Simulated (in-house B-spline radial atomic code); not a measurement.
**Ionising Sr2+ with different functionals**

Computed with an all-electron radial atomic-structure program (B-spline basis): four-component Dirac-Coulomb Hamiltonian, Fermi nucleus of rms radius 4.224 fm, spin-restricted, spherical fractional occupations for the functionals, and exact exchange of hybrids averaged over the configuration. The ionisation energy is the difference of two self-consistent energies, [Ar] 3d10 4s2 4p6 → [Ar] 3d10 4s2 4p5, without Breit or QED terms; ε is the level of the shell that loses the electron (mean over j). The electron is taken from both j subshells in proportion to 2j + 1, so the result is a j average, not the step between ground levels.

```tsv
method	rung	ΔSCF (eV)	-ε(4p) (eV)
PBE0	global hybrid	43.32	38.47
B97-1	global hybrid	43.27	38.11
LC-wPBE	range-separated hybrid	?	?
wB97X	range-separated hybrid	?	?
```

Q: What does LC-wPBE give?

A: ΔSCF 43.36 eV, and -ε(4p) = 41.45 eV.

Q: What does wB97X give?

A: ΔSCF 43.15 eV, and -ε(4p) = 40.97 eV.

Q: Among the functionals, which spreads more, the ΔSCF values or the orbital energies?

A: The orbital energies: ΔSCF values span about 0.20 eV and the orbital energies 3.34 eV; here energy differences depend much less on the functional than eigenvalues do.

Q: How do they compare with the NIST value?

A: NIST lists 42.884 eV (measured, ground level to ground level). Errors run from +0.27 to +0.47 eV; wB97X is closest (+0.27 eV), but part of that can be cancellation, since the calculations leave out Breit-QED terms, spin polarisation, the choice among j levels, multiplet and fine-structure energies.
